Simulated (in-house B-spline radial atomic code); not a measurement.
Eu. Computed with a B-spline radial atomic code. Model: non-relativistic spherical atom: semilocal Troullier-Martins pseudo-atom, one channel per l, against all electrons, high spin, G0W0 and RPA with empty states to l = 8, local potential for every l without a channel, a model core (radius 0 = none) keeps its share of the functional.

Without relativity these are model numbers for so heavy an element.

What the tables leave out is listed at the end.

The pseudopotential gives back the lowest level of each angular momentum of its own functional in the configuration it was made in; a second state of the same l is only approximately right. Exact exchange, RPA and GW see the smooth pseudo-orbitals and miss the exchange with the core, for which the functional's share stands in. The column with an uncorrelated core keeps all orbitals and exact exchange, and so separates missing core correlation from pseudisation. Only the three outermost levels and the lowest empty one were computed. RPA here is direct RPA, with no exchange kernel, and its energies carry an (l + 1/2)⁻⁴ tail. A hybrid on a potential with a model core restores only its own semilocal share of the core's exchange.

Command:
```bash
python run_psgw.py task.json out
```
Settings (lengths in bohr, energies in hartree):
```
Z                      63
electrons              63
configuration          [Xe] 4f7 6s2
generated_in           [Xe] 4f7 6s2
functional             pbe,pbe
core_shells            10
radius_factor          0.9
core_correction        True
ion_configuration      [Xe] 4f7 6s1
```

Cost of the run: 2.3 min on 1 thread of Arm Neoverse N1, with other jobs on the host.

Given: made with PBE; model core radius 0.96 bohr; local radius 1.608 bohr; mean-field start PBE.

Valence shells of the generating configuration: 5p, 4f, 6s.

Channel: s 3.4, p 1.292, d 1.88, f 1.784 (radii in bohr).

Computed: largest level miss in the spin-unpolarised generating configuration 0.001 eV; valence RPA correlation energy all-electron orbitals -0.85196 hartree; valence RPA correlation energy pseudo -1.2174 hartree; pseudo-atom RPA polarisability 152.85 bohr³; ionisation by mean-field pseudo minus all 0.087 eV; ionisation by RPA all-electron 5.726 eV; ionisation by RPA pseudo minus all 0.152 eV.

| level | occupied | mean-field all-electron (eV) | mean-field pseudo minus all (eV) | G0W0 all-electron (eV) | G0W0 uncorrelated core minus all (eV) | G0W0 pseudo minus all (eV) | exchange self-energy all-electron (eV) | exchange self-energy pseudo (eV) |
| --- | --- | --- | --- | --- | --- | --- | --- | --- |
| 6s down | 1 | -3.2993 | -0.067 | -5.4388 | 0.016 | -0.257 | -6.4512 | -6.3507 |

Question: What is the ionisation by mean-field all-electron?

Answer: 5.3386 eV.

Question: What is the all-electron RPA polarisability, core included?

Answer: 154.26 bohr³.

Given: mean-field start PBE0.

Computed: valence RPA correlation energy all-electron orbitals -0.78292 hartree; all-electron RPA polarisability, core included 134.93 bohr³; pseudo-atom RPA polarisability 123.66 bohr³; ionisation by mean-field all-electron 5.2556 eV; ionisation by RPA all-electron 5.6115 eV; ionisation by RPA pseudo minus all 0.245 eV.

```json
{"level": "6s down", "occupied": "1", "mean-field all-electron (eV)": "-3.7871", "mean-field pseudo minus all (eV)": "-0.149", "G0W0 all-electron (eV)": "-5.5206", "G0W0 uncorrelated core minus all (eV)": "0.019", "G0W0 pseudo minus all (eV)": "-0.296", "exchange self-energy all-electron (eV)": "-6.3445", "exchange self-energy pseudo (eV)": "-6.5381"}
{"level": "6s up", "occupied": "1", "mean-field all-electron (eV)": "-3.9667", "mean-field pseudo minus all (eV)": "-0.042", "G0W0 all-electron (eV)": "-5.7113", "G0W0 uncorrelated core minus all (eV)": "0.016", "G0W0 pseudo minus all (eV)": "-0.196", "exchange self-energy all-electron (eV)": "-6.7056", "exchange self-energy pseudo (eV)": "-6.7643"}
{"level": "5d up (empty)", "occupied": "0", "mean-field all-electron (eV)": "-1.5001", "mean-field pseudo minus all (eV)": "-0.108", "G0W0 all-electron (eV)": "-0.16993", "G0W0 uncorrelated core minus all (eV)": "0.072", "G0W0 pseudo minus all (eV)": "0.025", "exchange self-energy all-electron (eV)": "-5.8333", "exchange self-energy pseudo (eV)": "-5.3307"}
```

Question: What is the valence RPA correlation energy pseudo?

Answer: -1.1636 hartree.

Question: What is the ionisation by mean-field pseudo minus all?

Answer: 0.192 eV.

Among the listed levels the largest G0W0 shift of the pseudo-atom is -0.30 eV, for 6s down on the PBE0 start, while leaving the core uncorrelated moves that level by +0.02 eV. So pseudisation and the lost core exchange, not the missing core correlation, make the error. Not in the tables (levels of low weight, unsolved or above zero; the highest and the empty levels are kept at any weight): on PBE the G0W0 levels 6s up (pseudo minus all -0.15 eV, weights 0.69 and 0.73), 4f up (pseudo minus all +5.08 eV, weights 0.72 and 0.00); on PBE0 the G0W0 levels 4f up (pseudo minus all +5.49 eV, weights 0.79 and 0.47); no Hartree-Fock pseudo-atom is run with a model core.
